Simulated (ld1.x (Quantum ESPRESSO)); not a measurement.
**Configuration tests for caesium (Cs) (TM)**

```json
{"Element": "caesium", "Generator": "ld1.x (Quantum ESPRESSO) 7.5", "Type": "norm-conserving Troullier–Martins (Kleinman–Bylander form)", "Functional": "PBEsol", "Relativity": "scalar-relativistic", "Frozen core": "[Kr] 4d10", "Valence charge": "9", "Reference configuration": "5s2 5p6 5d0 6s1 6p0", "Partial waves": "5s (bound): rc 2.20 bohr; 5p (bound): rc 2.50 bohr; 5d (bound, empty): rc 4.20 bohr", "Local potential": "all-electron potential smoothed inside 1.85 bohr (lloc = -2)", "Core correction": "none"}
```

Occupied shells without a wave of their own: 6s. They enter only through the test configuration that unscreens the potential.

Energies are relative to the spin-unpolarised reference configuration 5s2 5p6 5d0 6s1 6p0; without spin polarisation the order of configurations can differ from experiment.

```tsv
valence configuration	charge	ΔE all-electron (eV)	error AE − PS (meV)
5s2 5p6 5d0 6s0.5 6p0	+0.5	1.457	-39
5s2 5p6 5d0 6s0 6p1	0	1.352	-60
5s1 5p6 5d0 6s1 6p0	+1	31.738	+55
5s2 5p6 5d0.5 6s0.5 6p0	0	0.843	-30
5s2 5p6 5d1 6s0 6p0	0	1.662	-61
```

Problem. What are ΔE and the potential's error for 5s2 5p6 5d0 6s0 6p0?

Solution. ΔE = 3.792 eV all-electron; the error (AE − PS) is -102 meV.

Problem. What are ΔE and the potential's error for 5s2 5p5 5d0 6s1 6p0?

Solution. ΔE = 17.893 eV all-electron; the error (AE − PS) is +30 meV.

ld1.x printed “convergence not achieved” for 7 of the counted tests; their residual had stalled under 1e-8, short of the target of 1e-14.
